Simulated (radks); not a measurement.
The numbers below are computed, except where a source is named.
The potassium anion K-, [Ar] 4s2, held by a Watson sphere: a shell of charge +1 at radius R that stands for the Madelung well of a crystal (potential energy -1/R inside, -1/r outside, in hartree with lengths in bohr). Level of theory: scalar-relativistic Kohn-Sham, LDA (Slater exchange, Perdew-Wang correlation), spin-polarised, spherical densities, finite nucleus; Fermi nuclear charge, rms radius of each element as measured or else 0.836 A^(1/3) + 0.57 fm (a radial shooting solver on a logarithmic mesh with Libxc functionals). Response by self-consistent Sternheimer equations with the Hartree and adiabatic LDA kernel, the relativistic mass of each level held fixed and spin-orbit coupling left out. The sphere does not respond.

[
 {"R (bohr)": "2.12", "e(3s) (eV)": "-39.010", "e(3p) (eV)": "-22.665", "e(4s) (eV)": "-3.719", "<r> 4s (bohr)": "4.144", "sum of <r^2> (bohr^2)": "59.02", "X-ray form factor at sin(theta)/lambda = 0.1 1/angstrom": "17.092", "alpha (bohr^3)": "166.0"},
 {"R (bohr)": "3.35", "e(3s) (eV)": "-35.933", "e(3p) (eV)": "-19.650", "e(4s) (eV)": "-3.528", "<r> 4s (bohr)": "4.394", "sum of <r^2> (bohr^2)": "64.14", "X-ray form factor at sin(theta)/lambda = 0.1 1/angstrom": "16.971", "alpha (bohr^3)": "199.7"},
 {"R (bohr)": "3.96", "e(3s) (eV)": "-35.241", "e(3p) (eV)": "-18.947", "e(4s) (eV)": "-3.353", "<r> 4s (bohr)": "4.588", "sum of <r^2> (bohr^2)": "68.01", "X-ray form factor at sin(theta)/lambda = 0.1 1/angstrom": "16.909", "alpha (bohr^3)": "233.2"},
 {"R (bohr)": "4.01", "e(3s) (eV)": "-35.198", "e(3p) (eV)": "-18.903", "e(4s) (eV)": "-3.337", "<r> 4s (bohr)": "4.605", "sum of <r^2> (bohr^2)": "68.35", "X-ray form factor at sin(theta)/lambda = 0.1 1/angstrom": "16.904", "alpha (bohr^3)": "236.4"},
 {"R (bohr)": "4.85", "e(3s) (eV)": "-34.671", "e(3p) (eV)": "-18.362", "e(4s) (eV)": "-3.070", "<r> 4s (bohr)": "4.885", "sum of <r^2> (bohr^2)": "74.36", "X-ray form factor at sin(theta)/lambda = 0.1 1/angstrom": "16.833", "alpha (bohr^3)": "296.6"}
]
